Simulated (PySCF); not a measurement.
Simulated C 1s region for `Cl[C@H]1[SiH2]C=C1F`, binding energy against the vacuum level.

Every computed line was given a Gaussian of 1.0 eV full width at half maximum and an area set by the number of equivalent atoms; the highest printed point is 100. Level of theory: delta-SCF UKS SCAN, pcX-2 on the ionised atom, pcseg-1 elsewhere, spin-free X2C in PySCF 2.14.0.

(binding energy (eV), intensity): (288.9, 0), (289.0, 1), (289.1, 1), (289.2, 3), (289.3, 5), (289.4, 9), (289.5, 15), (289.6, 22), (289.7, 33), (289.8, 45), (289.9, 59), (290.0, 73), (290.1, 85), (290.2, 95), (290.3, 99), (290.4, 98), (290.5, 92), (290.6, 82), (290.7, 69), (290.8, 56), (290.9, 44), (291.0, 35), (291.1, 30), (291.2, 29), (291.3, 33), (291.4, 40), (291.5, 52), (291.6, 64), (291.7, 78), (291.8, 89), (291.9, 97), (292.0, 100), (292.1, 98), (292.2, 92), (292.3, 83), (292.4, 72), (292.5, 64), (292.6, 58), (292.7, 57), (292.8, 60), (292.9, 68), (293.0, 77), (293.1, 87), (293.2, 95), (293.3, 100), (293.4, 99), (293.5, 93), (293.6, 83), (293.7, 70), (293.8, 56), (293.9, 42), (294.0, 30), (294.1, 21), (294.2, 13), (294.3, 8), (294.4, 5), (294.5, 2), (294.6, 1), (294.7, 1), (294.8, 0)

**Question.** How many maxima does the curve show, and how many computed lines lie under it?

**Answer.** The curve has 3 maxima (at 290.3, 292.0 and 293.3 eV). Under it lie 3 lines from 3 inequivalent carbon sites.

**Question.** Decompose the envelope and assign each component. Numbering: `[F:1][C:2]1=[CH:3][SiH2:4][C@@H:5]1[Cl:6]`.

**Answer.** 
| position (eV) | relative area | line | atoms | environment |
| --- | --- | --- | --- | --- |
| 290.33 | 1 | C 1s | C3 | alkene CH carbon |
| 292.00 | 1 | C 1s | C5 | sp3 C–Cl carbon |
| 293.35 | 1 | C 1s | C2 | vinylic C–F carbon |

**Question.** What are the centre and the root-mean-square width of the whole band?

**Answer.** The area-weighted mean of the lines is 291.89 eV. Their own spread about it is 1.23 eV (rms) and each Gaussian has σ = 1.0/2.355 = 0.42 eV; the variances add, which gives 1.30 eV.

The listed C 1s values span 3.02 eV, from C3 (bonded to C (double bond), H and Si) to C2 (bonded to F, C (double bond) and C). Summing the Pauling electronegativity differences to the bonded atoms, each weighted by its formal bond order, gives -1.00 for the lowest site and +1.43 for the highest; no listed site has a larger sum than the highest.

Shake-up satellites, vibrational structure and lifetime widths aren't simulated. Geometry: GFN2-xTB; no solvent, vibrations or thermal averaging.

On Arm Neoverse V2, one thread, no GPU, shared host with 96 logical CPUs at a one-minute load of 41, this took 57 s wall and 0.48 GiB of memory at its peak.
